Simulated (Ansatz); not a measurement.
`CO[AsH2]` + F• → `CO[AsH]`• + H–F  (hydrogen abstraction from the As–H bond)

Isolated molecules relaxed with PBE0-D4/def2-TZVP in Ansatz; ΔE leaves out vibrations. CCSD(T)/CBS adds triple-zeta CCSD(T) − MP2 to the extrapolated MP2 energy (def2 sets, frozen cores). This one scheme is used for every species, atoms too. Functionals use def2-TZVPP. B3LYP here is the variant with VWN-RPA as its local correlation; programs differ in this. Open shells (•) are unrestricted, without spin–orbit coupling. Spin–orbit coupling would lower the free atoms: a little for F. Bonds to As are less sure, by a few kJ/mol each and by 10 to 20 or more in all where they break to atoms, as the def2 sets lack core-valence functions. Scalar relativity is left out up to krypton.

`CO[AsH2]`:

```xyz
8

C     0.487   -0.598   -0.645
O     0.531   -0.514    0.759
As   -0.502    0.700    1.559
H     0.795    0.344   -1.115
H    -0.519   -0.849   -1.002
H     1.178   -1.388   -0.952
H    -1.790    0.422    0.767
H    -0.180    1.882    0.629
```

`CO[AsH]`•:

```xyz
7

C     0.589    0.244   -0.435
O    -0.807    0.432   -0.505
As   -1.888   -0.300    0.701
H     0.855   -0.816   -0.513
H     1.000    0.643    0.499
H     1.036    0.782   -1.274
H    -0.784   -0.986    1.527
```

H–F:

Z-matrix (Å, degrees):
```
F
H 1 0.920
```

```json
{"level": "B3LYP-D4", "ΔE (kcal/mol)": "-63.8", "difference from CCSD(T)/CBS": "1.7"}
{"level": "CAM-B3LYP-D4", "ΔE (kcal/mol)": "-64.4", "difference from CCSD(T)/CBS": "1.1"}
{"level": "ωB97X-V", "ΔE (kcal/mol)": "-62.2", "difference from CCSD(T)/CBS": "3.3"}
{"level": "ωB97M-V", "ΔE (kcal/mol)": "-63.8", "difference from CCSD(T)/CBS": "1.7"}
{"level": "PBE", "ΔE (kcal/mol)": "-68.9", "difference from CCSD(T)/CBS": "-3.4"}
{"level": "r2SCAN", "ΔE (kcal/mol)": "-64.3", "difference from CCSD(T)/CBS": "1.2"}
{"level": "B3LYP", "ΔE (kcal/mol)": "-64.4", "difference from CCSD(T)/CBS": "1.1"}
{"level": "CCSD/def2-SVP", "ΔE (kcal/mol)": "-55.8", "difference from CCSD(T)/CBS": "9.7"}
{"level": "HF/def2-TZVPP", "ΔE (kcal/mol)": "-41.8", "difference from CCSD(T)/CBS": "23.7"}
{"level": "MP2/def2-QZVPP", "ΔE (kcal/mol)": "-70.3", "difference from CCSD(T)/CBS": "-4.8"}
{"level": "CCSD(T)/CBS", "ΔE (kcal/mol)": "-65.5", "difference from CCSD(T)/CBS": "0"}
```

Largest T1 diagnostic among the species: 0.016.

From r2SCAN to r2SCAN0 (25 % exact exchange), in def2-TZVPP and without D4, ΔE moves by +3.7 kcal/mol. In def2-TZVPP, CCSD(T) changes the Hartree–Fock value by −20.3 kcal/mol (the triples alone add −1.4 kcal/mol) and MP2 by −26.3 kcal/mol.

CCSD(T)/CBS has its own doubt, a few kJ/mol and more with outer-core shells, so smaller differences from it don't rank the levels.
